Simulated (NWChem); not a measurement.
Species: AlH$_{2}$S$_{2}$F; SMILES [F][Al]([SH])[SH]

```xyz
6

Al    -0.3639    -0.0137     0.0000
F     -2.0252     0.0281     0.0000
S      0.7249     1.8659     0.0000
H     -0.4144     2.5949     0.0000
S      0.6201    -1.9459     0.0000
H      1.8529    -1.3891     0.0000
```
Atoms are numbered in this order, from 1.

Program: NWChem. Pople sets run with spherical d functions. Structure relaxed at the PBE0/def2-SVP level. Vertical excitations in the gas phase; the lowest state need not have the same character in each row.

For level B3LYP/6-31+G*, full TDDFT:

```yaml
lowest excitation, singlet (eV): 5.21
lowest state with f > 0.02, singlet (eV): 5.81
orbital gap (eV): 6.22
```

Question: How do the values read with level BHandHLYP/6-31+G*, full TDDFT instead?

Answer: The lowest excitation, singlet (eV) is 5.80. The lowest state with f > 0.02, singlet (eV) is 6.40 and the orbital gap (eV) is 8.42.
